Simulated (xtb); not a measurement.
SbF₃, SMILES [F][Sb]([F])[F]. All values are semi-empirical tight-binding results from xtb (GFN2-xTB unless named), good for trends rather than for accurate numbers. The structure is a stationary point at GFN2-xTB. The isomer is the one that the SMILES or the coordinates give; other isomers of the formula were not compared.

For metal compounds this method's bond lengths and energies can be far off.

```json
{
  "point_group_as_xtb_finds_it": "C3v",
  "orbital_gap": "5.26 eV",
  "zero_point_energy": "2.4 kcal/mol",
  "G − E(el) at 298.15 K (modified RRHO)": "-16.1 kcal/mol"
}
```
